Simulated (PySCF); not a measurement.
## Dipole response of Se (selenium, neutral)

[Ar] 3d10 4s2 4p4, high-spin 3P determinant. All numbers are calculated (PySCF 2.14, the non-relativistic Hamiltonian (point nucleus), in def2-QZVPPD). Coupled (time-dependent) response in atomic units; α is the mean over directions.

```
method  mean α (bohr³)         α xx, yy, zz  C₆ (like pair)  S(−4)
   UHF           25.21  23.63, 28.36, 23.63           209.6  163.8
   PBE           27.67  25.58, 31.84, 25.58           232.9  222.1
  PBE0           26.41  24.58, 30.09, 24.58           220.6  191.9
 M06-L           26.03  23.81, 30.48, 23.81           220.8  180.1
```

S(−4) is the Cauchy moment in α(ω) = α(0) + S(−4) ω² + …

Reference α: 28.9 ± 1 bohr³ (recommended; Schwerdtfeger and Nagle, table of static dipole polarizabilities (2023 update)). Published C₆: 210.0 (Chu and Dalgarno (2004); Tang, Norbeck and Certain (1976)).

Spin-orbit coupling is absent.

α(iu) at PBE:

```csv
u (hartree),α(iu) (bohr³)
0,27.67
0.0500,27.13
0.100,25.67
0.200,21.45
0.300,17.22
0.500,11.10
0.750,6.891
1.00,4.643
1.50,2.535
2.00,1.629
3.00,0.8812
5.00,0.4163
```

A single London oscillator, α(iu) = α/(1 + u²/ω²), gives C₆ = (3/4) ω α². Matching the computed C₆ needs ω = 4 × 232.9 / (3 × 27.67²) = 0.406 hartree.

The components differ because the open shell of this determinant is not spherical; for a pure term their mean is the scalar polarisability.
